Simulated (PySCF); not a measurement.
Zero-point energy (kcal/mol) of eight silicon and germanium compounds: PBE-D3(BJ) beside B3LYP-D3(BJ), computed with PySCF for isolated molecules in the bases named; differences from unrounded values. The eight are the first of their class met in an unordered collection, after screening for sound electronic states; none was chosen by its value. Each level has its own optimised geometry.

```csv
molecule,basis,B3LYP-D3(BJ),PBE-D3(BJ),difference
"CH₅FO₂Si₂, SMILES O=CO[Si@@H](F)[SiH3]",def2-SVP,38.70,37.41,-1.29
"C3H8N2Si, SMILES C(C#C)[SiH](N)N",def2-SVP,67.40,65.66,-1.74
"Ge(H)3(OAc) (C2H6GeO2), SMILES C([O][GeH3])(C)=O",def2-SVP,47.03,45.68,-1.35
"GeH₅O₃P, SMILES [OH][Ge]([OH])([OH])[PH2]",def2-SVP,36.57,35.49,-1.08
"Si(OH)3(SH) (H4O3SSi), SMILES [Si](O)(S)(O)O",def2-SVP,33.08,32.22,-0.86
"disilanylformaldehyde (CH₆OSi₂), SMILES O=C[SiH2][SiH3]",def2-SVP,37.32,36.06,-1.27
"GeH6N2O, SMILES [OH][GeH]([NH2])[NH2]",def2-SVP,45.68,44.59,-1.09
"CH8O2Si3, SMILES O1[SiH2][Si@H](O)[Si@H]1C",def2-SVP,57.10,55.42,-1.68
```

PBE-D3(BJ) lies below B3LYP-D3(BJ) in 8 and above it in 0 of the eight; the mean signed difference is -1.30 and the largest -1.74 kcal/mol.
